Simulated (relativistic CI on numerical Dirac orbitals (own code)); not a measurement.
Zr2+ (4d2) in a crystal field

Calculated by Dirac-Coulomb-Breit CI, separate exchange-only KLI orbitals for each configuration, model QED (radiative potential, 1s self-energy scaled to tabulated hydrogen-like ionisation energies), valence Slater integrals scaled by 0.8, one configuration in a parametric crystal field (own radial code).

Field parameters in Wybourne normalisation: D3d B²₀ = −7Dσ, B⁴₀ = −14Dq − 21Dτ, B⁴₃ = −14√(10/7) Dq; D4h B²₀ = −7Ds, B⁴₀ = 21(Dq − Dt), B⁴₄ = 21√(5/14) Dq; Oh B⁴₀ = 21Dq, B⁴₄ = √(5/14) B⁴₀; Td as Oh with Dq negative (B⁴₀ = 21Dq, B⁴₄ = √(5/14) B⁴₀). The field is a parameter set, without covalency.

S is read from ⟨S²⟩ = S(S + 1).

Powder χT (cm³ K mol⁻¹) by Van Vleck's formula, with temperature-independent terms:

| Field | 2 K | 5 K | 10 K | 20 K | 50 K | 100 K | 200 K | 300 K |
| --- | --- | --- | --- | --- | --- | --- | --- | --- |
| D3d, 10Dq = 11900, Dσ = 250, Dτ = 140 cm⁻¹ | 0.0564 | 0.0648 | 0.0789 | 0.107 | 0.191 | 0.326 | 0.545 | 0.701 |
| D3d, 10Dq = 16350, Dσ = -630, Dτ = -210 cm⁻¹ | 0.16 | 0.395 | 0.64 | 0.773 | 0.827 | 0.847 | 0.876 | 0.903 |
| D4h, 10Dq = 24800, Ds = -720, Dt = 880 cm⁻¹ | 0.0286 | 0.0633 | 0.0938 | 0.131 | 0.229 | 0.381 | 0.616 | 0.763 |
| Oh, 10Dq = 16350 cm⁻¹ | 0.0212 | 0.052 | 0.0868 | 0.121 | 0.187 | 0.289 | 0.484 | 0.653 |
| Oh, 10Dq = 16500 cm⁻¹ | 0.0215 | 0.0527 | 0.0876 | 0.122 | 0.188 | 0.289 | 0.485 | 0.653 |
| Oh, 10Dq = 31000 cm⁻¹ | 0.0578 | 0.109 | 0.135 | 0.161 | 0.224 | 0.327 | 0.523 | 0.685 |
| Oh, 10Dq = 34150 cm⁻¹ | 0.0659 | 0.116 | 0.141 | 0.166 | 0.229 | 0.332 | 0.529 | 0.689 |
| Td, 10Dq = -9050 cm⁻¹ | 0.848 | 0.849 | 0.85 | 0.852 | 0.859 | 0.871 | 0.894 | 0.917 |

(1) For D4h, 10Dq = 24800, Ds = -720, Dt = 880 cm⁻¹: what effective moment follows at 300 K?

## Answers

(1) μ_eff = √(8χT) = 2.47 μB. The ground level has S = 1.00; the spin-only moment for S = 1 is 2.83 μB. The difference comes from the orbital moment, spin-orbit mixing of terms and temperature-independent paramagnetism, all larger in this ionic model than in covalent complexes. The ground level is a non-magnetic singlet, so χT starts at zero and rises through temperature-independent paramagnetism and the filling of excited levels.
